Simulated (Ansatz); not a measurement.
Geometry optimisation, Ansatz 0.2.0, RKS r2SCAN/def2-SVP.

Input:

```yaml
crystal:
  periodic: [false, false, false]
  atoms:
    - { symbol: B, position_ang: [0.074005, 0.13493, 0.232543] }
    - { symbol: "N", position_ang: [-0.02453, 0.292703, 1.692461] }
    - { symbol: H, position_ang: [-0.899318, 0.165563, 2.186794] }
    - { symbol: H, position_ang: [0.722337, 0.704144, 2.241037] }
    - { symbol: Cl, position_ang: [1.576443, 0.590448, -0.571603] }
    - { symbol: H, position_ang: [-0.880097, -0.213683, -0.408987] }
    - { symbol: S, position_ang: [0.565083, -2.911229, 0.514207] }
    - { symbol: H, position_ang: [-0.782141, -2.950655, 0.445283] }
    - { symbol: H, position_ang: [0.525317, -1.887421, 1.438164] }
basis:
  gaussian: { orbitals: def2-SVP }
hamiltonian:
  xc: r2scan
relax:
  f_tol: 0.03
  max_steps: 50
output:
  orbitals: {}
```

Command:

```bash
$ ansatz run input.yaml --threads 2 --pin off --max-ram 3072MiB --backend cpu --events-out ev --progress --plain --runs-dir out
```

Q: Where does it end, and by what steps?

A: The run converged. After 10 steps the energy has fallen by 0.193 eV; S7 moved furthest, 0.52 Å.

```csv
step,energy less start (eV),largest force component (eV/Å),accepted
0,0.0000,2.318,yes
1,-0.1366,1.319,yes
2,-0.1783,0.442,yes
3,-0.1845,0.241,yes
4,-0.1885,0.080,yes
5,-0.1894,0.141,yes
6,-0.1913,0.046,yes
7,-0.1920,0.101,yes
8,-0.1926,0.043,yes
9,-0.1927,0.034,yes
10,-0.1928,0.011,yes
```

```xyz
9
Properties=species:S:1:pos:R:3
B 0.044 0.387 0.239
N 0.003 0.408 1.632
H -0.840 0.194 2.152
H 0.788 0.700 2.205
Cl 1.533 0.852 -0.600
H -0.920 0.064 -0.405
S 0.553 -3.317 0.842
H -0.690 -3.273 0.316
H 0.406 -2.089 1.388
```

The run took 26 s on 2 threads of Arm Neoverse V2 (shared host), peak memory 0.16 GiB.
